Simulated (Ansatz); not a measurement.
Basis-set extrapolation for `C[Si@@H](O)O[Si@H](O)Cl` (PBE0-D4/def2-TZVP geometry, frozen core, Ansatz 0.2.0). Multiplicity 1, RHF reference.

|  | def2-TZVPP | def2-QZVPP |
| --- | --- | --- |
| HF | -1304.354235 | -1304.399157 |
| MP2 correlation | -1.315242 | -1.424637 |
| CCSD(T) correlation | -1.416905 | not run |

Energies in hartree. Use E(X) = E(∞) + A·exp(−7.88·√X) for Hartree–Fock and E(X) = E(∞) + B·X^(−2.97) for correlation, with X = 3 and 4, and add CCSD(T) minus MP2 of the smaller set to the MP2 limit.

What is the CCSD(T) energy at the basis-set limit?

HF limit: -1304.399157 + (-0.044922) × 0.13774 = -1304.40534. MP2 limit: -1.424637 + (-0.109395) × 0.74074 = -1.50567. Higher-order term: -1.416905 − (-1.315242) = -0.10166. Total: -1306.01267 hartree, 634.1 kJ/mol below CCSD(T)/def2-TZVPP.
